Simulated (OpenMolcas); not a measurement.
Computed levels of 4d7 in ions with 43 electrons, in cm-1 above 4F 9/2.

| Property | Result |
| --- | --- |
| Program | OpenMolcas 26.06 |
| Method | MS-RASPT2, IPEA 0.25 Eh, imaginary shift 0.1 Eh |
| Basis | ANO-RCC-VTZP |
| Scalar Hamiltonian | DKH2, point nucleus |
| Spin-orbit coupling | RASSI with atomic mean-field integrals over the reference wave functions, term energies averaged over their components |

Active space for each ion: 7 electrons in 9 orbitals (RAS2 4d 5s; RAS3 5p, at most 2 electrons); closed shells correlated by CASPT2: 4s 4p.

| Level | Ru+ | Pd3+ |
| --- | --- | --- |
| 4F 7/2 | 1642 | 2940 |
| 4F 5/2 | 2710 | 4710 |
| 4F 3/2 | 3360 | 5800 |
| 4P 5/2 | 7120 | 13260 |
| 4P 3/2 | 7420 | 12870 |
| 4P 1/2 | 8150 | 15090 |
| 2G 9/2 | 11110 | 15280 |
| 2G 7/2 | 12550 | 18090 |
| 2P 1/2 | 14950 | 21530 |

**Question.** Estimate 4F 3/2, 4P 5/2, 4P 3/2 for Rh2+ from its neighbours Ru+ and Pd3+.

**Answer.** 4F 3/2 is fine structure, which grows about as the fourth power of a screened charge, so the fourth roots are averaged: ((3360^0.25 + 5800^0.25) / 2)^4 = 4456. The calculation gives 4480, so the estimate is off by -0.5 %; the measured value is 4322 (the list in Shadmi, J. Res. Natl. Bur. Stand. 70A, 435 (1966)).
4P 5/2 is another term, which grows about linearly with the charge: (7120 + 13260) / 2 = 10190. The calculation gives 11030, so the estimate is off by -7.6 %; the measured value is 11062 (the list in Shadmi, J. Res. Natl. Bur. Stand. 70A, 435 (1966)).
4P 3/2 is another term, which grows about linearly with the charge: (7420 + 12870) / 2 = 10145. The calculation gives 10960, so the estimate is off by -7.4 %; the measured value is 10997 (the list in Shadmi, J. Res. Natl. Bur. Stand. 70A, 435 (1966)).

Mixed levels, with the weight of the term that names them: Ru+ 4P 1/2 (56 %), Pd3+ 4P 3/2 (69 %).

CASPT2 breaks the degeneracy within a term, and the mean is taken; among the terms shown or strongly mixed into the levels shown the widest spread is 1600 cm-1 (4d7 4F, Ru+). Blocks of more than 70 roots (2S+1 = 2 even) ran without multistate coupling. Some high roots are left out of the spin-orbit mixing, which shifts the levels that they would mix with. Terms from blocks run as CI alone lack orbitals of their own. Measured partners are found by configuration, term and J. A level has none where our copy of the source lacks it or the pairing is in doubt (some pairs that miss far off the trend of their configuration count as doubtful), and it then counts in no deviation. Only configurations of the active space appear.
